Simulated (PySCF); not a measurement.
B(H)2(iPr) (C3H9B), SMILES BC(C)C. Geometry: ωB97X-D3(BJ)/def2-SVP. This is a generated structure with no PubChem entry under its InChIKey; it may be hypothetical.

These are ωB97X-D3(BJ)/def2-SVP in PySCF values and carry that method's errors.

Harmonic wavenumbers (cm⁻¹): 213, 216, 232, 315, 343, 366, 739, 834, 879, 924, 986, 989, 1077, 1166, 1194, 1225, 1290, 1353, 1404, 1418, 1468, 1483, 1488, 1495, 2564, 2652, 2919, 3053, 3056, 3137, 3138, 3157, 3158. Rotational constants (GHz): 8.036, 7.880, 4.417; symmetry number 1.

Question: Work out the zero-point energy and the ideal-gas rigid-rotor harmonic-oscillator thermochemistry at 298.15 K and 1 atm.

Answer: ZPE = ½ Σ hcν = ½ × 49932 cm⁻¹ = 71.38 kcal/mol. H − E(el) = 75.75 kcal/mol. Entropy in cal/(mol K): translation 37.99, rotation 24.56, vibration 10.75, total 73.29. G − E(el) = 53.90 kcal/mol. Cp = 23.01 cal/(mol K).
